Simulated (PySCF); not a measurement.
CH₇NSi₂.

```xyz
11

C     -1.2477    -0.7647     0.0000
N     -1.1361     0.7023     0.0000
Si     0.5416     1.1898     0.0000
Si     0.6504    -1.1501     0.0000
H     -1.7671    -1.1659    -0.8914
H     -1.7671    -1.1659     0.8914
H     -1.9886     1.2542     0.0000
H      1.0003     1.9675     1.1961
H      1.0003     1.9675    -1.1961
H      1.1366    -1.8704     1.2130
H      1.1366    -1.8704    -1.2130
```

Geometry: B3LYP-D3(BJ)/def2-SVP. The structure was generated by enumeration, and PubChem lists no compound with its InChIKey, so it may never have been made.

The numbers are results of PBE/pcSseg-1 (PySCF), not measurements. Non-relativistic, no solvent.

Computed absolute GIAO shielding of each atom: isotropic value and principal components (ppm):
```
atom  σ(iso)    σ11    σ22    σ33   span
----  ------  -----  -----  -----  -----
C1     136.5  107.9  118.7  183.0   75.1
N2     232.1  171.9  218.9  305.5  133.6
Si3    358.0  284.3  326.8  462.8  178.4
Si4    381.6  338.2  354.4  452.2  114.0
H5      27.5   23.6   25.5   33.4    9.8
H6      27.5   23.6   25.5   33.4    9.8
H7      31.4   21.5   29.4   43.2   21.7
H8      25.3   22.2   23.4   30.4    8.3
H9      25.3   22.2   23.4   30.4    8.3
H10     26.6   23.8   25.0   30.9    7.0
H11     26.6   23.8   25.0   30.9    7.0
```
